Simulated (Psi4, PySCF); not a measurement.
F3S (SMILES F[S](F)F), doublet, at a GFN2-xTB geometry, atoms displaced at random by about 0.08 Å a coordinate. Base run: TPSS/def2-SVP, gradient run with PySCF.

PySCF was given this input:
```python
from pyscf import gto, scf, dft

mol = gto.M(
    atom='''
F     1.520467   -0.630705    0.067222
S     0.173963    0.258353    0.003013
F    -1.279925    1.049669    0.037652
F    -0.659592   -1.078470   -0.044756
''',
    basis='def2-svp',
    charge=0,
    spin=1,
    verbose=4,
)

mf = dft.UKS(mol)
mf.xc = 'tpss'
mf.kernel()
g = mf.nuc_grad_method()
grad = g.kernel()
```

Programs used: Psi4, PySCF; a row that names a program was run with it.

The coordinate followed is y of atom 3.

The base run was repeated with changes; each row names its change, and settings that it needs were set with it.

```
change                                                  dE/dx (Eh/bohr)  net force (Eh/bohr)
------------------------------------------------------  ---------------  -------------------
base                                                          -0.015508             0.000241
grids.level = 1; grid_response = on                           -0.015649             0.000000
finite difference step (bohr) = 0.01; conv_tol = 1e-11        -0.015620                    -
finite difference step (bohr) = 0.05; conv_tol = 1e-11        -0.015670                    -
code = psi4                                                   -0.015375             0.000456
conv_tol = 1e-11                                              -0.015508             0.000241
finite difference step (bohr) = 0.2; conv_tol = 1e-11         -0.016474                    -
grids.level = 1; grid_response = off                          -0.015435             0.000566
conv_tol = 1e-4                                               -0.015442             0.000241
grids.level = 5; grid_response = off                          -0.015595             0.000047
finite difference step (bohr) = 1e-5; conv_tol = 1e-11        -0.015617                    -
grids.level = 0; grid_response = on                           -0.017622             0.000000
```

The net force is zero for an exact gradient.

Open shells are given as the SCF converged; they aren't shown to be the lowest states, and a large step between rows can be another state.
